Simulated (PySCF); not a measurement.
sulfur tetrafluoride (F4S), SMILES FS(F)(F)F. Atoms are numbered in the order given.

```xyz
5

F      1.2204     0.0000    -0.6181
S      0.0000     0.0000     0.3866
F      0.0000     1.6541     0.2744
F      0.0000    -1.6541     0.2744
F     -1.2204     0.0000    -0.6181
```

Geometry optimised at PBE0-D3(BJ)/def2-SVP.

Level of theory: PBE/pcJ-1 in PySCF.

Isotropic couplings with Fermi-contact, spin-dipole and both spin-orbit terms, one fixed conformer, no vibrational averaging. Isotopes: 19F.

Estimate the spin–spin coupling constants. (Estimate from the structure and the level; the computed values follow.)


| pair | bonds apart | J (Hz) |
|---|---|---|
| F1–F3 | 2 | -194.3 |
| F1–F4 | 2 | -194.3 |
| F1–F5 | 2 | 265.9 |
| F3–F4 | 2 | 227.3 |
| F3–F5 | 2 | -194.3 |
| F4–F5 | 2 | -194.3 |
